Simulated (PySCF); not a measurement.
BeAl⁺ at PBE

Level: PBE. Be jorge-DZP-DKH, Al jorge-DZP-DKH; spin-free X2C with a Gaussian nucleus (PySCF 2.14).

For BeAl⁺, the state is ¹Σ⁺ (singlet), closed shell. The bond length is 2.793 Å and the harmonic wavenumber is 270 cm⁻¹. The force constant is 0.291 mdyn/Å, the rotational constant Be is 0.3199 cm⁻¹ and the anharmonicity ωexe is 2.83 cm⁻¹. The vibration–rotation constant αe is 0.00477 cm⁻¹. The well depth De to Be + Al⁺ is 86 kJ/mol, the dissociation energy D0 is 84 kJ/mol and the HOMO–LUMO gap is 2.50 eV. The bond order (Mayer) is 0.75 and the dipole moment (positive dipole points towards Al; it is taken about the centre of mass and depends on that origin) is -2.12 D.

Closed-shell solutions of metal pairs were not tested for spin polarisation, which can lower them a little. For an ion De counts to the pair picked by the measured ionisation energies or electron affinities, which need not be the lowest pair at this level.
